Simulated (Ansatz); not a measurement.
A made-up structure of SiHIF (charge +1), singlet:

F1  (-1.413, -0.329, 1.056)
Si2  (-0.157, 0.080, -0.064)
I3  (2.238, -0.763, 0.326)
H4  (-0.669, 1.013, -1.318)
(Å)

It is relaxed with PBE-D4/def2-SVP and then PBE0-D4/def2-TZVP (Ansatz 0.2.0). Atoms count as bonded within 1.22 times the sum of their covalent radii (H–H: 0.88 Å). The end point is not checked to be a true minimum.

(1) Does its bonding change? (Judge from chemistry; the calculation decides.)

Answers

(1) The calculation gives: No: no bond forms or breaks.

Where it ends: The first stage lowers the energy by 0.83 eV in 5 steps. It ends as SiHIF ([F][SiH][I]), total charge +1:
F1  (-1.262, -0.294, 0.943)
Si2  (-0.140, 0.071, -0.057)
I3  (1.998, -0.682, 0.291)
H4  (-0.597, 0.904, -1.177)
(Å)

Labels in which every atom is bracketed show which atoms are joined, not bond orders.

For scale, one of the runs: PBE0-D4/def2-TZVP relaxation, 124 basis functions, launched by `ansatz run in.yaml --threads 2 --pin off --events-out ev --progress --plain --max-ram 4352MiB`. The run took about 14 s on 2 CPU threads of an Arm Neoverse V1 (shared host).
